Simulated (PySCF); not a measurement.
# What settings do to a single point of [Ce(H2CO)]3+

The sound run of [Ce(H2CO)]3+ (singlet in the valence; each metal's 4f electrons, 1 of them, lie in its core potential, out of spins and levels) uses PySCF 2.14.0, RKS B3LYP, Ce lcecp-1-SVP with ECP47, O def2-SVP, C def2-SVP, H def2-SVP; non-relativistic Hamiltonian with scalar-relativistic core potentials where named; density fitting; no spin-orbit coupling, grid (50, 194), threshold 1e-8 Eh and 55 cycles, at the relaxed geometry:

```xyz
5

Ce    0.0000    0.0000   -0.3013
O     0.0000    0.0000    1.9062
C     0.0000    0.0000    3.1747
H     0.9693    0.0000    3.7216
H    -0.9693    0.0000    3.7216
```

There Ce1 has a Mulliken charge of 2.49 e and the dipole about the centre of mass is 3.68 D. Each run below changes one thing and starts from free metal ions and neutral atoms unless it says otherwise; with 55 cycles, smearing, a level shift and second-order steps follow where DIIS fails, and their cycles count. Energy shifts count from the sound run. On f atoms grids over 110 angular points are at least (60, 302).

```tsv
change	outcome	cycles	energy shift (eV)	largest force component (eV/Å)	charge on Ce1 (e)	dipole about the centre of mass (D)
grid (10, 14)	converged	10	-1.56	24.32	2.46	3.45
threshold 0.0001	converged	8	0.0000	0.01	2.49	3.67
C3 put 0.8 Å from Ce1, limit 96 cycles	converged	16	192.94	778.93	3.06	18.50
```

(1) How does the run with this change end: start from a density of up to 30 smeared cycles (not counted)?

Unsound on purpose, so not properties of the compound: grid (10, 14); C3 put 0.8 Å from Ce1, limit 96 cycles.

Forces carry noise of the integration grid, about 0.01 to 0.03 eV/Å.

An lcecp potential fixes the number of 4f electrons, so in runs with it no electron can move into or out of that shell.

## Answers

(1) outcome converged, cycles 7, energy shift (eV) 0.0000, largest force component (eV/Å) 0.00, charge on Ce1 (e) 2.49, dipole about the centre of mass (D) 3.68.
